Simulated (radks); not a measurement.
Nd29.75+, 30.25 electrons, occupied as [Ar] 3d9.25 4s2 4p1 (fractional occupations, a model configuration). Method: scalar-relativistic Kohn-Sham, PBE, spin-unpolarised, spherical densities, point nucleus; computed with a radial shooting solver on a logarithmic mesh with Libxc functionals.

Normalised radial functions P(r) = r R(r), r in bohr:

r	2s	3s
0.001198	0.4752	0.2209
0.001535	0.5810	0.2699
0.001952	0.7014	0.3258
0.002481	0.8403	0.3901
0.003154	0.9966	0.4623
0.004042	1.1725	0.5433
0.005138	1.3483	0.6237
0.006531	1.5149	0.6989
0.008303	1.6490	0.7577
0.01064	1.7175	0.7836
0.01353	1.6697	0.7524
0.0172	1.4562	0.6399
0.02186	1.0266	0.4221
0.02801	0.3245	0.0746
0.03561	-0.5827	-0.3614
0.04527	-1.6108	-0.8263
0.05755	-2.5644	-1.1893
0.07375	-3.2029	-1.2690
0.09375	-3.2694	-0.8988
0.1192	-2.7606	-0.0663
0.1515	-1.8889	1.0139
0.1942	-0.9848	1.9399
0.2468	-0.3870	2.2329
0.3138	-0.1053	1.8479
0.3989	-0.0182	1.1094
0.5111	-0.0016	0.4492
0.6498	-0.0001	0.1210
0.826	0.0000	0.0191
1.05	0.0000	0.0016
1.346	0.0000	0.0000
1.711	0.0000	0.0000

2s: eigenvalue -8123.2 eV, 1 radial node at r = 0.0307 bohr, <r> = 0.101 bohr, 90 % of the charge inside 0.156 bohr. 3s: eigenvalue -2552.0 eV, 2 radial nodes at r = 0.0293, 0.121 bohr, <r> = 0.261 bohr, 90 % of the charge inside 0.382 bohr.
